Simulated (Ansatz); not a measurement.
Computed with Ansatz on PBE0-D4/def2-TZVP structures; ΔE is electronic, products minus reactants. CCSD(T)/CBS adds triple-zeta CCSD(T) − MP2 to the extrapolated MP2 energy (def2 sets, frozen cores). This one scheme is used for every species. DFT in def2-TZVPP. HSE06 is defined as in plane-wave codes. Elements past krypton have def2 core potentials. For Br, In outer-core shells are correlated without core-valence functions, which leaves a few kJ/mol of doubt a bond. Scalar relativity is left out up to krypton. Each species was taken in one conformer, which may not be the lowest.

`C[O][InH][Br]` + silanol → `[SiH3][O][InH][Br]` + CH₃OH  (ligand exchange at the In–O bond)

Problem. Is it downhill or uphill in electronic energy at CCSD(T)/CBS, and by how much? (Best estimate.)

Solution. The calculation gave: Downhill: ΔE = -4.9 kcal/mol.

Problem. What do these levels give: PBE-D4, revPBE, HSE06, LC-ωPBE, SCS-MP2/def2-TZVPP, SCS-MP2/def2-QZVPP? (Best estimate.)

Solution. Ansatz gave: PBE-D4 -3.2, revPBE -3.3, HSE06 -4.3, LC-ωPBE -4.7, SCS-MP2/def2-TZVPP -5.3, SCS-MP2/def2-QZVPP -5.3 kcal/mol.

Problem. What do rigid-rotor, harmonic-oscillator terms from PBE0-D4/def2-TZVP frequencies (298.15 K, 1 bar) make of the CCSD(T)/CBS value? (Best estimate.)

Solution. The calculation gave: ΔZPE = +0.4 kcal/mol, ΔH = -4.4 kcal/mol, ΔS = 5 J/(mol·K), ΔG = -4.7 kcal/mol. Modes under 50 cm⁻¹ make the entropy rough.

Largest T1 diagnostic among the species: 0.014.

From BLYP to BHLYP (50 % exact exchange), in def2-TZVPP and without D4, ΔE moves by −2.2 kcal/mol. In def2-TZVPP, CCSD(T) changes the Hartree–Fock value by +2.0 kcal/mol (the triples alone add +0.4 kcal/mol) and MP2 by +2.1 kcal/mol.
